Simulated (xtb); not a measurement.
F4Se (SMILES F[Se](F)(F)F), singlet, geometry from GFN2-xTB; GFN2-xTB in xtb.

The xtb input:
```
$ xtb mol.xyz --gfn 2 --acc 0.0001 --json

# file mol.xyz
5

Se    -0.00203224     0.00254110     0.35944284
F      0.96817789     1.31904607    -0.34335275
F      1.32333862    -0.96859697    -0.32517209
F     -0.96433922    -1.32384594    -0.33559484
F     -1.31949995     0.96379711    -0.35377550
```

### Question
Write the output that xtb gives for this input, abridged.

### Answer

```
   ID    Z sym.   atoms
    1   34 Se     1
    2    9 F      2-5

           -------------------------------------------------
          |                Calculation Setup                |
           -------------------------------------------------

           -------------------------------------------------
          |                 G F N 2 - x T B                 |
           -------------------------------------------------

          ...................................................
          :                      SETUP                      :
          :.................................................:
          :  # basis functions                  26          :
          :  # atomic orbitals                  25          :
          :  # shells                           11          :
          :  # electrons                        34          :
          :  max. iterations                   250          :
          :  Hamiltonian                  GFN2-xTB          :
          :  restarted?                      false          :
          :  GBSA solvation                  false          :
          :  PC potential                    false          :
          :  electronic temp.          300.0000000     K    :
          :  accuracy                    0.0001000          :
          :  -> integral cutoff          0.6500000E+02      :
          :  -> integral neglect         0.1000000E-11      :
          :  -> SCF convergence          0.1000000E-09 Eh   :
          :  -> wf. convergence          0.1000000E-07 e    :
          :  Broyden damping             0.4000000          :
          :  net charge                          0          :
          :  unpaired electrons                  0          :
          ...................................................

 iter      E             dE          RMSdq      gap      omega  full diag
   1    -21.9732586 -0.219733E+02  0.103E+01    7.97       0.0  T
   2    -22.1075673 -0.134309E+00  0.362E+00    6.92       1.0  T
   3    -22.1124568 -0.488944E-02  0.172E+00    6.62       1.0  T
   4    -22.1113063  0.115051E-02  0.913E-01    6.82       1.0  T
   5    -22.1131456 -0.183930E-02  0.206E-01    6.68       1.0  T
   6    -22.1131609 -0.153065E-04  0.233E-02    6.69       1.9  T
   7    -22.1131548  0.611618E-05  0.535E-02    6.68       1.0  T
   8    -22.1131609 -0.613508E-05  0.236E-03    6.69      19.0  T
   9    -22.1131609 -0.100712E-07  0.962E-04    6.69      46.5  T
  10    -22.1131609 -0.193340E-08  0.377E-05    6.69    1184.8  T
  11    -22.1131609 -0.197176E-11  0.517E-06    6.69    8648.3  T
  12    -22.1131609 -0.284217E-13  0.196E-07    6.69  100000.0  T
  13    -22.1131609 -0.284217E-13  0.141E-08    6.69  100000.0  T
  14    -22.1131609  0.355271E-14  0.102E-08    6.69  100000.0  T

   *** convergence criteria satisfied after 14 iterations ***

         :::::::::::::::::::::::::::::::::::::::::::::::::::::
         ::                     SUMMARY                     ::
         :::::::::::::::::::::::::::::::::::::::::::::::::::::
         :: total energy             -22.107721915382 Eh    ::
         :: gradient norm              0.000005934861 Eh/a0 ::
         :: HOMO-LUMO gap              6.691748993473 eV    ::
         ::.................................................::
         :: SCC energy               -22.113160765606 Eh    ::
         :: -> isotropic ES            0.078407964257 Eh    ::
         :: -> anisotropic ES          0.002360251783 Eh    ::
         :: -> anisotropic XC         -0.009265256485 Eh    ::
         :: -> dispersion             -0.002455118249 Eh    ::
         :: repulsion energy           0.005438850225 Eh    ::
         :: add. restraining           0.000000000000 Eh    ::
         :: total charge              -0.000000000000 e     ::
         :::::::::::::::::::::::::::::::::::::::::::::::::::::

           -------------------------------------------------
          |                Property Printout                |
           -------------------------------------------------

    * Orbital Energies and Occupations

         #    Occupation            Energy/Eh            Energy/eV
      -------------------------------------------------------------
         1        2.0000           -0.8776327             -23.8816
       ...           ...                  ...                  ...
         5        2.0000           -0.7447598             -20.2659
         6        2.0000           -0.6140903             -16.7102
         7        2.0000           -0.6140903             -16.7102
         8        2.0000           -0.6039598             -16.4346
         9        2.0000           -0.5686714             -15.4743
        10        2.0000           -0.5568142             -15.1517
        11        2.0000           -0.5568142             -15.1517
        12        2.0000           -0.5516230             -15.0104
        13        2.0000           -0.5433812             -14.7862
        14        2.0000           -0.5433812             -14.7862
        15        2.0000           -0.5402855             -14.7019
        16        2.0000           -0.5393436             -14.6763
        17        2.0000           -0.5307980             -14.4437 (HOMO)
        18                         -0.2848807              -7.7520 (LUMO)
        19                         -0.2848807              -7.7520
        20                         -0.2755429              -7.4979
        21                          0.1414718               3.8496
        22                          0.1560467               4.2462
        23                          0.4875427              13.2667
        24                          0.4875427              13.2667
        25                          1.0468043              28.4850
      -------------------------------------------------------------
                  HL-Gap            0.2459173 Eh            6.6917 eV
             Fermi-level           -0.4078394 Eh          -11.0979 eV

     #   Z          covCN         q      C6AA      α(0)
     1  34 Se       3.119     0.800   210.766    25.297
     2   9 F        0.780    -0.200    11.237     3.960
     3   9 F        0.780    -0.200    11.237     3.960
     4   9 F        0.780    -0.200    11.237     3.960
     5   9 F        0.780    -0.200    11.237     3.960

 Mol. C6AA /au·bohr⁶  :        754.250960
 Mol. C8AA /au·bohr⁸  :      30763.298718
 Mol. α(0) /au        :         41.134914

Wiberg/Mayer (AO) data.
largest (>0.10) Wiberg bond orders for each atom

 ---------------------------------------------------------------------------
     #   Z sym  total        # sym  WBO       # sym  WBO       # sym  WBO
 ---------------------------------------------------------------------------
     1  34 Se   4.261 --     3 F    1.065     2 F    1.065     4 F    1.065
                             5 F    1.065
     2   9 F    1.245 --     1 Se   1.065
     3   9 F    1.245 --     1 Se   1.065
     4   9 F    1.245 --     1 Se   1.065
     5   9 F    1.245 --     1 Se   1.065
 ---------------------------------------------------------------------------

Topologies differ in total number of bonds
Writing topology from bond orders to xtbtopo.mol

molecular dipole:
                 x           y           z       tot (Debye)
 q only:       -0.006       0.007       1.057
   full:       -0.006       0.007       0.976       2.481
molecular quadrupole (traceless):
                xx          xy          yy          xz          yz          zz
 q only:       -1.934      -0.000      -1.934      -0.033       0.041       3.868
  q+dip:       -2.548      -0.000      -2.548      -0.043       0.054       5.096
   full:       -2.548      -0.000      -2.548      -0.043       0.054       5.096

           -------------------------------------------------
          | TOTAL ENERGY              -22.107721915382 Eh   |
          | GRADIENT NORM               0.000005934861 Eh/α |
          | HOMO-LUMO GAP               6.691748993473 eV   |
           -------------------------------------------------

normal termination of xtb
```
